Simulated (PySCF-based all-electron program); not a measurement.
# Forces on H₂WS₂, singlet in several shapes

All-electron Kohn–Sham DFT on the free molecule, computed near the basis limit with an in-house program on PySCF integrals; Koelling–Harmon scalar relativity, no spin–orbit coupling, spin-restricted. Forces are good to about 0.010 eV/Å. Atoms are numbered as listed.

Shape A:

```xyz
5

W     0.0000    0.0000    0.0000
S     1.1907    0.0000    1.7455
S     1.1907    0.0000   -1.7455
H    -0.8237    1.5077    0.0000
H    -0.8237   -1.5077    0.0000
```

PBE forces:

```json
{"atom": "W1", "Fx": "0.063", "Fy": "0.000", "Fz (eV/Å)": "0.000"}
{"atom": "S2", "Fx": "-0.023", "Fy": "0.000", "Fz (eV/Å)": "-0.039"}
{"atom": "S3", "Fx": "-0.023", "Fy": "0.000", "Fz (eV/Å)": "0.039"}
{"atom": "H4", "Fx": "-0.008", "Fy": "0.010", "Fz (eV/Å)": "0.000"}
{"atom": "H5", "Fx": "-0.008", "Fy": "-0.010", "Fz (eV/Å)": "0.000"}
```

What forces does r2SCAN give in shape A?

The forces move by 0.344 eV/Å (r.m.s. over the atoms) from PBE.

```
atom      Fx      Fy  Fz (eV/Å)
  W1   0.442   0.000      0.000
  S2  -0.279   0.000     -0.396
  S3  -0.279   0.000      0.396
  H4   0.058  -0.155      0.000
  H5   0.058   0.155      0.000
```

Shape B:

```json
{"atom": "W", "x (Å)": "0.0000", "y (Å)": "0.0000", "z (Å)": "0.0000"}
{"atom": "S", "x (Å)": "1.0717", "y (Å)": "0.0000", "z (Å)": "1.5710"}
{"atom": "S", "x (Å)": "1.1907", "y (Å)": "0.0000", "z (Å)": "-1.7455"}
{"atom": "H", "x (Å)": "-0.8237", "y (Å)": "1.5077", "z (Å)": "0.0000"}
{"atom": "H", "x (Å)": "-0.8237", "y (Å)": "-1.5077", "z (Å)": "0.0000"}
```

Against shape A, W1–S2 goes from 2.113 to 1.902 Å.

PBE forces:

| atom | Fx | Fy | Fz (eV/Å) |
| --- | --- | --- | --- |
| W1 | -6.056 | 0.000 | -8.218 |
| S2 | 5.676 | 0.000 | 8.223 |
| S3 | 0.338 | 0.000 | -0.243 |
| H4 | 0.021 | 0.115 | 0.119 |
| H5 | 0.021 | -0.115 | 0.119 |

What forces does r2SCAN give in shape B?

The forces move by 0.310 eV/Å (r.m.s. over the atoms) from PBE.

```csv
atom,Fx,Fy,Fz (eV/Å)
W1,-5.726,0.000,-8.247
S2,5.450,0.000,7.911
S3,0.105,0.000,0.089
H4,0.086,-0.043,0.124
H5,0.086,0.043,0.124
```
